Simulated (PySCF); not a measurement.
PySCF input for Ta(OH)3 (H₃O₃Ta), SMILES [Ta]([OH])([OH])[OH] (connectivity only; charge and spin as stated), neutral, multiplicity 3, r2SCAN-D4/def2-SVP. Geometry optimised at r2SCAN-D4/def2-SVP. The multiplicity is an assumed one; other spin states were not compared. The def2 effective core potentials stand for the cores of Ta; spin–orbit coupling is left out. One conformer was computed; it need not be the lowest.

```python
import numpy as np
from pyscf import gto, scf, dft, df
from pyscf.hessian import thermo

mol = gto.M(
    atom='''
    Ta   -0.00051831    0.06981351    0.00000000
    O    -0.00235688    0.63214573   -1.81479390
    H    -0.03549156    1.09707645   -2.65082343
    O     0.10558627   -1.87357505   -0.00000000
    H    -0.69816033   -2.41627043   -0.00000001
    O    -0.00235688    0.63214572    1.81479390
    H    -0.03549156    1.09707644    2.65082344
    ''',
    basis='def2-SVP',
    ecp={'Ta': 'def2-svp'},
    charge=0,
    spin=2,
    max_memory=1600,
    verbose=3,
)
mf = dft.UKS(mol, xc='r2scan').density_fit(auxbasis='def2-universal-jkfit')
mf.disp = 'd4'
mf.grids.level = 4
mf.conv_tol = 1e-11
mf.max_cycle = 100
mf.kernel()
fine, coarse = mf.grids, dft.Grids(mol).set(level=1).build(with_non0tab=True)
for _ in range(3):  # follow internal instabilities
    mf.grids = coarse
    mo, _, stable, _ = mf.stability(return_status=True, nroots=4)
    mf.grids = fine
    if stable:
        break
    mf.kernel(mf.make_rdm1(mo, mf.mo_occ))

# [left out here: the lines that compute and print the analytic Hessian (its translational invariance restored by hand, since the grid's response is missing), thermochemistry and intensities]
```

Log of the run:

```

WARN: HOMO -0.463009680335783 >= LUMO -0.474358741707587


WARN: HOMO 0.0881992742984077 >= LUMO 0.044264674294471

converged SCF energy = -284.333640444045  <S^2> = 2.0064165  2S+1 = 3.0042746
<class 'pyscf.df.df_jk.DFUKS'> wavefunction is stable in the internal stability analysis

WARN: MGGA Hessian is sensitive to dft grids. grids.level 4 may not be dense enough.


WARN: DFTD4 does not support analytical Hessian, using finite difference.


WARN: Mole.unit (angstrom) is changed to Bohr

Mode                                 0                   1                   2
Irrep
Freq [cm^-1]                       84.0413            152.3009            156.0912
Reduced mass [au]                   2.3995              5.8436              3.8869
Force const [Dyne/A]                0.0100              0.0799              0.0558
Char temp [K]                     120.9167            219.1271            224.5804
Normal mode                   x     y     z       x     y     z       x     y     z
       0  Ta                 0.03  0.00  0.00    0.00  0.00 -0.02    0.00  0.02  0.00
       1   O                -0.10 -0.00 -0.00   -0.00  0.10  0.01   -0.01 -0.13 -0.05
       2   H                -0.43  0.05  0.04    0.02  0.04 -0.02    0.03 -0.29 -0.14
       3   O                -0.08 -0.01 -0.00   -0.00  0.00  0.17   -0.00  0.03 -0.00
       4   H                -0.12  0.05 -0.00   -0.00  0.00  0.34   -0.01  0.05 -0.00
       5   O                -0.10 -0.00  0.00    0.00 -0.10  0.01   -0.01 -0.13  0.05
       6   H                -0.43  0.05 -0.04   -0.02 -0.04 -0.02    0.03 -0.29  0.14
Mode                                 3                   4                   5
Irrep
Freq [cm^-1]                      245.3251            254.4746            316.1998
Reduced mass [au]                   1.3605              1.1145              1.5126
Force const [Dyne/A]                0.0482              0.0425              0.0891
Char temp [K]                     352.9682            366.1323            454.9412
Normal mode                   x     y     z       x     y     z       x     y     z
       0  Ta                -0.01  0.01 -0.00   -0.00  0.00 -0.00   -0.01 -0.00  0.00
       1   O                 0.04 -0.07 -0.04   -0.01  0.04  0.04    0.10  0.01  0.01
       2   H                -0.12  0.51  0.29    0.07 -0.59 -0.31   -0.53 -0.18 -0.08
       3   O                 0.01  0.02  0.00    0.00  0.00 -0.03    0.02  0.00 -0.00
       4   H                 0.03 -0.01  0.00    0.00 -0.00 -0.02    0.06 -0.06  0.00
       5   O                 0.04 -0.07  0.04    0.01 -0.04  0.04    0.10  0.01 -0.01
       6   H                -0.12  0.51 -0.29   -0.07  0.59 -0.31   -0.53 -0.18  0.08
Mode                                 6                   7                   8
Irrep
Freq [cm^-1]                      372.8184            410.2346            656.3889
Reduced mass [au]                   1.1480              1.1658              9.6759
Force const [Dyne/A]                0.0940              0.1156              2.4562
Char temp [K]                     536.4027            590.2363            944.3975
Normal mode                   x     y     z       x     y     z       x     y     z
       0  Ta                -0.00 -0.00 -0.00    0.00 -0.00  0.00    0.00 -0.02  0.00
       1   O                -0.06 -0.00 -0.00   -0.00 -0.02  0.00   -0.00  0.01 -0.02
       2   H                 0.63  0.07  0.01    0.19  0.02  0.02    0.02  0.00 -0.02
       3   O                 0.00 -0.00  0.02   -0.00  0.00 -0.09   -0.03  0.23  0.00
       4   H                 0.00 -0.00 -0.25   -0.00  0.00  0.88    0.19 -0.10 -0.00
       5   O                 0.06  0.00 -0.00    0.00  0.02  0.00   -0.00  0.01  0.02
       6   H                -0.63 -0.07  0.01   -0.19 -0.02  0.02    0.02  0.00  0.02
Mode                                 9                  10                  11
Irrep
Freq [cm^-1]                      682.6227            698.7410            731.6003
Reduced mass [au]                   1.1213              8.5582              8.3191
Force const [Dyne/A]                0.3079              2.4619              2.6235
Char temp [K]                     982.1421           1005.3327           1052.6099
Normal mode                   x     y     z       x     y     z       x     y     z
       0  Ta                -0.00 -0.01 -0.00   -0.00  0.00  0.03   -0.00 -0.01  0.00
       1   O                 0.01  0.01 -0.00   -0.00  0.05 -0.15   -0.00  0.05 -0.16
       2   H                -0.02  0.00 -0.00    0.01 -0.00 -0.18    0.00  0.05 -0.17
       3   O                 0.06  0.05  0.00    0.00 -0.00 -0.00    0.00 -0.04 -0.00
       4   H                -0.48  0.81 -0.00   -0.00  0.00  0.03   -0.01 -0.02  0.00
       5   O                 0.01  0.01  0.00    0.00 -0.05 -0.15   -0.00  0.05  0.16
       6   H                -0.02  0.00  0.00   -0.01  0.00 -0.18    0.00  0.05  0.17
Mode                                12                  13                  14
Irrep
Freq [cm^-1]                     3753.1135           3991.2876           3995.0525
Reduced mass [au]                   1.0662              1.0691              1.0706
Force const [Dyne/A]                8.8484             10.0346             10.0677
Char temp [K]                    5399.8947           5742.5742           5747.9911
Normal mode                   x     y     z       x     y     z       x     y     z
       0  Ta                -0.00 -0.00 -0.00    0.00  0.00  0.00   -0.00 -0.00  0.00
       1   O                -0.00 -0.00  0.00   -0.00  0.02 -0.04   -0.00  0.02 -0.04
       2   H                 0.00  0.00 -0.00    0.02 -0.33  0.60    0.02 -0.33  0.60
       3   O                -0.05 -0.03  0.00   -0.00 -0.00  0.00   -0.00 -0.00  0.00
       4   H                 0.79  0.55 -0.00    0.00  0.00  0.00    0.01  0.00 -0.00
       5   O                -0.00 -0.00 -0.00    0.00 -0.02 -0.04   -0.00  0.02  0.04
       6   H                 0.00  0.00  0.00   -0.02  0.33  0.60    0.02 -0.33 -0.60
temperature 298.1500 [K]
pressure 101325.00 [Pa]
Rotational constants [GHz] 6.41502 4.20492 2.55636
Symmetry number 1
Zero-point energy (ZPE) 0.03759 [Eh]   98693.665 [J/mol]
                           tot       elec      trans        rot        vib
Entropy [J/mol/K]       365.871      9.134    176.674    108.563     71.500
Cv [J/mol/K]             97.243      0.000     12.472     12.472     72.299
Cp [J/mol/K]            105.557      0.000     20.786     12.472     72.299
Internal energy [J/mol]                      3718.434   3718.434 110541.790
Internal energy [Eh]   -284.28870  -284.33364
Enthalpy [J/mol]                             6197.391   3718.434 110541.790
Enthalpy [Eh]          -284.28776
Gibbs free energy [J/mol]                  -46478.013 -28649.513  89224.015
Gibbs free energy [Eh] -284.32931
mode   freq/cm-1   IR/(km/mol)
   1       84.04        46.094
   2      152.30         3.081
   3      156.09         5.610
   4      245.33       165.108
   5      254.47        94.350
   6      316.20       173.486
   7      372.82         9.784
   8      410.23       102.997
   9      656.39       209.739
  10      682.62        63.432
  11      698.74       229.736
  12      731.60        11.729
  13     3753.11        47.357
  14     3991.29       492.275
  15     3995.05       106.785
max |gradient| / (hartree/bohr): 0.00022214116574175517
APT charges: [ 1.549  -0.88    0.3766 -0.8127  0.2746 -0.88    0.3766]
```

The run converged.
